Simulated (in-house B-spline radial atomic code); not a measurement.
Configurations of Ge II (Ge+), with energies counted from [Ar] 3d10 4s2 (4p1/2)1. All numbers are computed (Dirac-Hartree-Fock, average of each configuration as written; Fermi nucleus of rms radius 4.0742 fm) with a B-spline radial code for spherical atoms, not measured. Energies include first-order Breit, QED and recoil terms.

Occupations are held fixed; configurations that lie above the ionisation limit could autoionise.

```json
{"configuration": "[Ar] 3d10 4s2 (6p1/2)1", "E - E(ref) (eV)": "11.991", "highest orbital": "6p1/2", "its <r> (bohr)": "12.03"}
{"configuration": "[Ar] 3d10 4s1 (4p3/2)1 (8g7/2)1", "E - E(ref) (eV)": "22.287", "highest orbital": "8g7/2", "its <r> (bohr)": "42.99"}
{"configuration": "[Ar] (3d3/2)4 (3d5/2)5 4s2 (4p3/2)1 8s1", "E - E(ref) (eV)": "44.877", "highest orbital": "8s1/2", "its <r> (bohr)": "23.74"}
{"configuration": "[Ne] 3s2 (3p1/2)1 (3p3/2)4 3d10 4s2 (4p3/2)1 5s1", "E - E(ref) (eV)": "138.92", "highest orbital": "5s1/2", "its <r> (bohr)": "5.133"}
{"configuration": "[Ne] 3s2 (3p1/2)2 (3p3/2)3 3d10 4s2 (4p1/2)1 (6f7/2)1", "E - E(ref) (eV)": "141.01", "highest orbital": "6f7/2", "its <r> (bohr)": "23.79"}
{"configuration": "[Ne] 3s2 (3p1/2)1 (3p3/2)4 3d10 4s2 (4p3/2)1 (8d5/2)1", "E - E(ref) (eV)": "145.99", "highest orbital": "8d5/2", "its <r> (bohr)": "33.98"}
```

(1) Order these further configurations by energy, lowest first.
A. [Ar] (3d3/2)4 (3d5/2)5 4s2 (4p1/2)1 (5p3/2)1
B. [Ar] 3d10 4s1 (4p1/2)1 (5g9/2)1
C. [Ar] 3d10 4s2 (7d3/2)1
D. [Ar] 3d10 4s2 (5g7/2)1
E. [Ar] (3d3/2)3 (3d5/2)6 4s2 (4p1/2)1 (4d5/2)1

(2) How far above the reference does [Ar] 3d10 4s2 (8p3/2)1 lie?

(3) How far above the reference does [Ne] 3s2 (3p1/2)1 (3p3/2)4 3d10 4s2 (4p3/2)1 8s1 lie?

## Answers

(1) D (13.109 eV), C (13.753 eV), B (20.691 eV), A (40.099 eV), E (40.336 eV).

(2) 13.819 eV; its least bound orbital is 8p3/2 with <r> = 27.4 bohr.

(3) 145.41 eV; its least bound orbital is 8s1/2 with <r> = 23.73 bohr.
